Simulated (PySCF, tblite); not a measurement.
C₄H₇N₃OSi.
Z-matrix (Å and degrees, GFN2-xTB geometry), rows numbered from 1:
```
C 
C   1  1.3266
C   2  1.4432  1  122.89
N   3  1.3172  2  122.90  1   179.81
N   4  1.3474  3  104.11  2  -179.90
C   5  1.3537  4  108.64  3    -0.01
O   6  1.3086  5  122.18  4   179.91
Si  7  1.6576  6  122.91  5  -179.89
N   6  1.3050  5  110.37  4    -0.01
H   1  1.0763  2  120.53  3     0.09
H   1  1.0761  2  121.88  3  -179.86
H   2  1.0802  1  122.60  3   179.90
H   5  1.0067  4  121.48  3  -179.97
H   8  1.4568  7   96.35  6   179.17
H   8  1.4583  7  109.36  6   -62.07
H   8  1.4583  7  109.52  6    60.44
```

Computed, not measured: B3LYP/def2-SVPD in PySCF (dipole) on a GFN2-xTB geometry, gas phase.

Masses are those of the commonest isotopes; rigid-rotor values at the optimised geometry. The values belong to one conformer with, in the numbering `[CH2:1]=[CH:2][c:3]1[n:4][nH:5][c:6]([O:7][SiH3:8])[n:9]1`, C1–C2–C3–N4 180°, N5–C6–O7–Si8 180°.

Problem. What are A, B and C (MHz)?

Solution. Ia = 181.48, Ib = 570.76, Ic = 746.37 u·Å²; 505379 MHz·u·Å²/I gives A = 2785, B = 885.4, C = 677.1 MHz.

Problem. What kind of rotor is it?

Solution. An asymmetric top: κ = (2 × 885.4 − 2785 − 677.1)/(2785 − 677.1) = -0.80.

Problem. What does the inertial defect say?

Solution. Not planar: Δ = Ic − Ia − Ib = -5.86 u·Å². For a rigid frame Δ = −2 Σ m c², so Σ m c² = 2.93 u·Å² lies off the ab plane, practically all of it from hydrogen. The atom farthest from that plane is 1.22 Å away.

Problem. Give the other two planar moments, Paa and Pbb, and the rms extents of the mass along the axes.

Solution. Paa = Σ m a² = (Ib + Ic − Ia)/2 = 567.83 and Pbb = Σ m b² = (Ia + Ic − Ib)/2 = 178.55 u·Å². With the mass M = 141.04 u, the rms extents √(P/M) along a, b and c are 2.01, 1.13, 0.14 Å.

Problem. Which types of transition are allowed, and where do some lines up to J = 5 fall?

Solution. The dipole components are |μa| = 2.12 D, |μb| = 0.35 D, |μc| = 0.00 D; the mirror of this Cs structure is the ab plane, so μc vanishes by symmetry and there are no c-type lines. The squared components, which scale the intensities, stand as 1.00 : 0.03 (a : b). Some lines, for components of 0.1 D or more:

```json
{"type": "a", "branch": "R", "J(Ka,Kc)": "1(0,1) ← 0(0,0)", "MHz": "1563", "lower level (cm⁻¹)": "0.000"}
{"type": "a", "branch": "Q", "J(Ka,Kc)": "4(1,3) ← 4(1,4)", "MHz": "2078", "lower level (cm⁻¹)": "0.552"}
{"type": "a", "branch": "R", "J(Ka,Kc)": "2(1,2) ← 1(1,1)", "MHz": "2917", "lower level (cm⁻¹)": "0.115"}
{"type": "a", "branch": "R", "J(Ka,Kc)": "2(1,1) ← 1(1,0)", "MHz": "3333", "lower level (cm⁻¹)": "0.122"}
{"type": "b", "branch": "R", "J(Ka,Kc)": "1(1,1) ← 0(0,0)", "MHz": "3462", "lower level (cm⁻¹)": "0.000"}
{"type": "a", "branch": "R", "J(Ka,Kc)": "3(1,3) ← 2(1,2)", "MHz": "4365", "lower level (cm⁻¹)": "0.213"}
{"type": "b", "branch": "R", "J(Ka,Kc)": "4(0,4) ← 3(1,3)", "MHz": "4644", "lower level (cm⁻¹)": "0.358"}
{"type": "a", "branch": "R", "J(Ka,Kc)": "3(2,2) ← 2(2,1)", "MHz": "4688", "lower level (cm⁻¹)": "0.424"}
{"type": "b", "branch": "Q", "J(Ka,Kc)": "4(2,2) ← 4(1,3)", "MHz": "5239", "lower level (cm⁻¹)": "0.621"}
{"type": "b", "branch": "Q", "J(Ka,Kc)": "2(2,0) ← 2(1,1)", "MHz": "5714", "lower level (cm⁻¹)": "0.234"}
{"type": "a", "branch": "R", "J(Ka,Kc)": "4(0,4) ← 3(0,3)", "MHz": "6094", "lower level (cm⁻¹)": "0.310"}
{"type": "a", "branch": "R", "J(Ka,Kc)": "4(2,2) ← 3(2,1)", "MHz": "6394", "lower level (cm⁻¹)": "0.583"}
{"type": "b", "branch": "Q", "J(Ka,Kc)": "4(2,3) ← 4(1,4)", "MHz": "7080", "lower level (cm⁻¹)": "0.552"}
{"type": "b", "branch": "R", "J(Ka,Kc)": "4(1,4) ← 3(0,3)", "MHz": "7253", "lower level (cm⁻¹)": "0.310"}
{"type": "a", "branch": "R", "J(Ka,Kc)": "5(0,5) ← 4(0,4)", "MHz": "7514", "lower level (cm⁻¹)": "0.513"}
{"type": "a", "branch": "R", "J(Ka,Kc)": "5(3,2) ← 4(3,1)", "MHz": "7877", "lower level (cm⁻¹)": "1.124"}
{"type": "a", "branch": "R", "J(Ka,Kc)": "5(2,3) ← 4(2,2)", "MHz": "8075", "lower level (cm⁻¹)": "0.796"}
{"type": "b", "branch": "R", "J(Ka,Kc)": "2(2,1) ← 1(1,0)", "MHz": "9032", "lower level (cm⁻¹)": "0.122"}
{"type": "b", "branch": "R", "J(Ka,Kc)": "2(2,0) ← 1(1,1)", "MHz": "9256", "lower level (cm⁻¹)": "0.115"}
{"type": "b", "branch": "Q", "J(Ka,Kc)": "4(3,2) ← 4(2,3)", "MHz": "10070", "lower level (cm⁻¹)": "0.788"}
{"type": "b", "branch": "Q", "J(Ka,Kc)": "5(4,2) ← 5(3,3)", "MHz": "13986", "lower level (cm⁻¹)": "1.386"}
{"type": "b", "branch": "R", "J(Ka,Kc)": "4(3,2) ← 3(2,1)", "MHz": "16227", "lower level (cm⁻¹)": "0.583"}
{"type": "b", "branch": "Q", "J(Ka,Kc)": "5(5,0) ← 5(4,1)", "MHz": "17998", "lower level (cm⁻¹)": "1.853"}
```

Problem. Estimate the classical rotational partition function at 10 K, 25 K and 200 K.

Solution. Point group Cs, symmetry number σ = 1; q = (√π/σ)·√((kT/h)³/(ABC)), k/h = 20836.6 MHz/K: 4130 at 10 K, 16300 at 25 K, 369000 at 200 K.

Its GFN2-xTB frequencies are all real (lowest 72 cm⁻¹). No vibrational averaging or centrifugal distortion is included, and the geometry carries the error of its method. A rigid rotor knows nothing of internal rotation, which can split or shift real lines. Quadrupole hyperfine structure (14N) is left out.

Hardware: Arm Neoverse N1, one thread, no GPU, shared host. Cost: 1.9 min wall (grids of density and orbitals included), 0.98 GiB resident at most. This is the B3LYP/def2-SVPD job that gave the dipole, with the excitations it also computed.
